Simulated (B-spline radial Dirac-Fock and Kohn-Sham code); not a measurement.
## Ionisation of each subshell: Pd⁵⁺

System: the Pd⁵⁺ ion in the configuration [Kr] 4d5; nuclear rms radius 4.5318 fm (A = 106).

Level of theory: Dirac-Fock ΔSCF + Breit + QED; an atomic code on a B-spline grid. Correlation energy is missing from these numbers. Energies are counted from the vacuum level.

All terms are in eV, carry their sign (relaxation lowers the binding energy) and add up to the binding energy; ⟨r⟩ is the mean radius of the orbital in the initial state.

```
subshell  −ε (Koopmans)  relaxation   Breit     QED  binding energy  ⟨r⟩ (bohr)
       K        24573.9      -58.32  -48.67  -24.48         24442.4       0.032
      L1         3740.3      -29.04   -4.31   -2.94          3704.0       0.138
      L2         3464.1      -32.19   -7.33    0.26          3424.9       0.117
      L3         3303.9      -31.26   -4.84   -0.06          3267.7       0.122
      M1          776.1       -9.98   -0.57   -0.57           765.0       0.377
      M2          665.8      -10.32   -1.05    0.05           654.5       0.369
      M3          636.9       -9.96   -0.60   -0.01           626.4       0.380
      M4          443.3      -11.24   -0.27    0.06           431.8       0.354
      M5          437.6      -11.08   -0.08    0.04           426.5       0.358
      N1          181.3       -1.92   -0.09   -0.11           179.2       0.930
      N2          143.3       -1.73   -0.15    0.01           141.5       0.988
      N3          138.3       -1.62   -0.08    0.00           136.6       1.012
    N4,5          82.43       -1.07    0.00    0.01           81.37       1.208
```

For the deepest level, K (1s), the Breit terms make up -0.199 % of the binding energy, QED -0.100 % and orbital relaxation -0.239 %.

Spin-orbit splittings: 2p 157.1 eV, 3p 28.14 eV, 3d 5.34 eV, 4p 4.84 eV.

Going to the tabulated ground configuration of the next ion removes an electron from N4,5 (4d), computed at 81.37 eV. NIST lists 84.1 ± 2 eV as the ionisation energy of this species (theoretical), +2.73 eV from the computed value. Where a p, d or f shell is open in either ion the computed value averages over both j values and all terms, while the table refers to the lowest levels; that difference holds spin-orbit splitting (largest in heavy or highly charged ions), term energies where several electrons share open shells, and correlation, and it can reach 10 % or more.
